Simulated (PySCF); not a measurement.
Structure from NMR data

Molecular formula: C$_{5}$H$_{3}$NO. Simulated spectra:

$^{1}$H NMR (400 MHz, computed): δ 7.96 (d, J = 1.6 Hz, 1H), 7.55 (dd, J = 2.4, 1.6 Hz, 1H), 6.94 (d, J = 2.4 Hz, 1H).

$^{13}$C{$^{1}$H} NMR (computed): δ 156.1 (CH), 148.5 (CH), 121.4 (CH), 117.7 (C), 105.7 (C).

- couplings computed with B3LYP/pcJ-1 (spin–dipole term only in couplings to heteroatoms)
- GFN2-xTB geometry
- σ from GIAO-PBE0/pcSseg-1
- run in PySCF
- in vacuum, one computed conformer, relativity neglected

δ = σ(ref) − σ, references computed at the same level: $^{1}$H (σ = 31.72 ppm) and $^{13}$C (σ = 186.93 ppm) vs TMS.

Choose the structure that fits.
A. C#Cc1cnoc1
B. N#Cc1ccoc1
C. C#CC#CC(N)=O

Results:

B. 

Rings plus π bonds: 5 (1 ring in the answer). 5 carbon signals for 5 carbons: no two carbons are equivalent. Carbon types of the structure: 2 × C, 3 × CH, which accounts for all hydrogens. δC 156.1, 148.5: aromatic CH next to the ring oxygen. δC 121.4: aromatic CH. δC 117.7: nitrile carbon; typical of a nitrile. δC 105.7: substituted aromatic carbon. δH 7.96, 7.55: hydrogen on an aromatic CH next to the ring oxygen; the ring current deshields protons in the ring plane.

The others: C#CC#CC(N)=O would give 1 signal for carbon-bound and other non-exchanging H, not 3; C#Cc1cnoc1 has carbons computed at 170.3, 156.9, 109.4, 92.8, 76.2.

Splittings below 1 Hz are ignored in the labels, and close J values are merged. Unscaled 3J(H,H) at this level run about 10 % above measured values. Shifts are as computed. Against solution values, carbons near 30 ppm lie about +3 ppm off and those near 130 ppm about +5 ppm. Of 1211 compounds with measured shifts, 218 miss one by over three times the rms of a fit or turn the order of signals round; such compounds aren't used in these exercises.
